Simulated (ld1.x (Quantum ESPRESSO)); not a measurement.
## Building the TM potential for phosphorus (LDA (PZ), non-relativistic).

```json
{
  "Element": "P (Z = 15)",
  "Generator": "ld1.x (Quantum ESPRESSO) 7.5",
  "Type": "norm-conserving Troullier–Martins (Kleinman–Bylander form)",
  "Functional": "LDA (PZ)",
  "Relativity": "non-relativistic",
  "Frozen core": "[Ne]",
  "Valence charge": "5",
  "Reference configuration": "3s2 3p2 (charge +1)",
  "Partial waves": "3s (bound): rc 1.60 bohr; 3p (bound): rc 1.95 bohr; 3d channel at -0.05 Ry: rc 1.95 bohr",
  "Local potential": "the d channel",
  "Core correction": "Bessel-smoothed model core inside 1.65 bohr"
}
```

All-electron outer shells of the reference configuration (LDA (PZ), non-relativistic, ld1.x):

```tsv
shell	level (eV)	outermost node (bohr)	outermost maximum (bohr)
3s	-23.24	0.66	1.54
3p	-14.32	0.64	1.74
```

**Question.** Does the generator finish with these settings?

**Answer.** Yes, a potential is produced and its reference levels are reproduced.

**Question.** Estimate the cutoffs (Ry, on a coarse ladder) from which the occupation-weighted sum of valence levels, in a spherical-Bessel basis at the reference potential, stays within 10 and 1 mRy of its value at 400 Ry.

**Answer.** 21 Ry and 50 Ry.

**Question.** What does a ghost test show?

**Answer.** No extra level below or beside the all-electron valence levels (s, p, d, f tested).

**Question.** Which valence shell sets the plane-wave cutoff?

**Answer.** 3s: its level needs 45 Ry to come within 1 mRy, against 12 Ry for 3p.

**Question.** Tests: 3s2 3p3; 3s2 3p1; 3s2 3p0; 3s2 3p3.3; 3s0 3p5; 3s1 3p3; 3s1 3p0. Which has the largest error in its energy relative to the reference configuration, and how large is it?

**Answer.** 3s1 3p0, with +264 meV (all-electron minus pseudo) on +101.23 eV.
